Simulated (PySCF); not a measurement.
Computed shifts of a molecule C₃H₉Ga, KT2/pcSseg-1 run with PySCF, GIAO, gas phase, atoms alike by connectivity averaged where their shifts nearly agree, in ppm (number of nuclei): ¹³C: 4.5 (3). ¹H: 0.55 (9). References: ¹³C against TMS (σ = 185.1 ppm); ¹H against TMS (σ = 31.47 ppm), references at their B3LYP-D3(BJ)/def2-TZVP geometries, non-relativistic. Coordinates come from a B3LYP-D3(BJ)/def2-SVP optimisation. One conformer was computed; it need not be the lowest.

### Question
Which structure fits?
A) CC[CH2][GaH2]
B) [CH3][Ga]([CH3])[CH3]
C) C[CH](C)[GaH2]
D) C[CH2][GaH][CH3]

### Answer
B, [CH3][Ga]([CH3])[CH3]
